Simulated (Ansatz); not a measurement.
Consider the atomization: `C=C1OB1[SeH]` → B• + 2 C• + 3 H• + O• + Se•.

Calculated with Ansatz (gas phase, PBE0-D4/def2-TZVP geometries, no zero-point term in ΔE). CBS: MP2 limit from def2 TZ/QZ plus the TZ coupled-cluster correction, frozen cores. This one scheme is used for every species, atoms too. Functionals use def2-TZVPP. B3LYP here is the variant with VWN-RPA as its local correlation; programs differ in this. Open shells (•) are unrestricted, without spin–orbit coupling. Spin–orbit coupling would lower the free atoms: a little for B, C, O; clearly for Se. Bonds to Se are less sure, by a few kJ/mol each and by 10 to 20 or more in all where they break to atoms, as the def2 sets lack core-valence functions. Scalar relativity is left out up to krypton. Each species was taken in one conformer, which may not be the lowest.

`C=C1OB1[SeH]`:

```xyz
8

C    -0.056   -1.508   -1.095
C    -0.016   -0.446   -0.324
O    -0.785   -0.095    0.840
B     0.156    0.802    0.435
Se    0.864    2.500    0.917
H     0.621   -1.579   -1.936
H    -0.750   -2.319   -0.910
H    -0.034    2.645    2.073
```

```csv
level,ΔE (kJ/mol),difference from CCSD(T)/CBS
PBE-D4,3406.3,157.6
r2SCAN-D4,3304.8,56.1
PBE0-D4,3302.2,53.5
B3LYP-D4,3260.7,12.0
ωB97X-V,3263.3,14.6
ωB97M-V,3267.2,18.5
B2PLYP,3232.3,-16.4
PBE,3389.9,141.2
r2SCAN,3300.8,52.1
PBE0,3288.2,39.5
B3LYP,3233.9,-14.8
HF/def2-TZVPP,2270.1,-978.6
MP2/def2-TZVPP,3269.8,21.1
SCS-MP2/def2-TZVPP,3213.0,-35.7
CCSD/def2-TZVPP,3084.5,-164.2
CCSD(T)/def2-TZVPP,3159.9,-88.8
HF/def2-QZVPP,2272.2,-976.5
MP2/def2-QZVPP,3321.5,72.8
SCS-MP2/def2-QZVPP,3270.3,21.6
HF/CBS(def2),2272.6,-976.1
MP2/CBS(def2),3358.6,109.9
CCSD/CBS(def2),3173.2,-75.5
CCSD(T)/CBS,3248.7,0
```

Largest T1 diagnostic among the species: 0.014.

The D4 term adds +26.7 kJ/mol with B3LYP and +13.9 kJ/mol with PBE0; it sums over pairs of atoms, weighted by their polarisabilities, and B3LYP, whose exchange is more repulsive, gets the larger term. From PBE to PBE0 (25 % exact exchange), in def2-TZVPP and without D4, ΔE moves by −101.6 kJ/mol: exact exchange takes away binding that semilocal exchange gives to molecules. In def2-TZVPP, CCSD(T) changes the Hartree–Fock value by +889.8 kJ/mol (the triples alone add +75.4 kJ/mol) and MP2 by +999.7 kJ/mol; breaking electron pairs costs correlation energy, which Hartree–Fock lacks.

For atomizations the MP2-based limit and the directly extrapolated one differ by several kJ/mol either way, and by 10 to 25 for some Ge, Se and Sn compounds, so smaller differences from it don't rank the levels.
